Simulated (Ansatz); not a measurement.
Ansatz (a program for electronic structure) input (PBE/STO-3G):

Ansatz 0.2 input:
```yaml
crystal:
  periodic: [false, false, false]
  atoms:
    - {symbol: C, position_ang: [2.86990500, -0.07346300, 0.27203100]}
    - {symbol: C, position_ang: [1.62417500, -0.04157500, 0.15395100]}
    - {symbol: B, position_ang: [0.18416900, -0.00471400, 0.01745700]}
    - {symbol: Cl, position_ang: [-0.77667900, 1.52718400, -0.12967100]}
    - {symbol: Cl, position_ang: [-0.86363400, -1.48519500, -0.02581000]}
basis:
  gaussian:
    orbitals: STO-3G
hamiltonian:
  xc: {name: PBE}
total_charge: -1
output: {forces: true}
```

Output:

```
Functional definition: PBE
integrals: 0.01 GiB planned
399 factors; integrals over basis functions are off by at most 1.1e-4 eV
mean field: 0.06 GiB planned
mean field evaluation 1: about -27465.9994 eV, gradient 4.1e1 eV
mean field evaluation 2: about -27385.9081 eV, gradient 1.3e2 eV
mean field evaluation 4: about -27471.4153 eV, gradient 1.4e1 eV
mean field evaluation 8: about -27471.9453 eV, gradient 1.7e-1 eV
mean field evaluation 16: about -27471.9455 eV, gradient 3.8e-6 eV
mean field -27471.94545847 eV, -1009.5753744453 hartree, gradient 3.8e-6 eV, S^2 0.000000; 0 other end points of the search recorded, 0 dependent functions left out
the calculation of the forces begins
reference -27471.94547413 eV, -1009.5753750209 hartree; 26, 26 occupied and 7, 7 virtual orbitals, 399 factors
Total energy: -27471.94547413 eV, -1009.5753750209 hartree
Atom 0 at     2.869905    -0.073463     0.272031 Å, force     3.140614    -0.080393     0.297691 eV/Å
Atom 1 at     1.624175    -0.041575     0.153951 Å, force    -3.756989     0.096171    -0.356115 eV/Å
Atom 2 at     0.184169    -0.004714     0.017457 Å, force     1.818118    -0.046540     0.172335 eV/Å
Atom 3 at    -0.776679     1.527184    -0.129671 Å, force    -0.577622     0.820781    -0.084724 eV/Å
Atom 4 at    -0.863634    -1.485195    -0.025810 Å, force    -0.624120    -0.790019    -0.029186 eV/Å
Dipole moment:    -1.107784     0.028357    -0.105004 e Å
```

The dipole moment of an ion depends on the origin.

The geometry given is a B3LYP-D3(BJ)/def2-TZVP minimum.
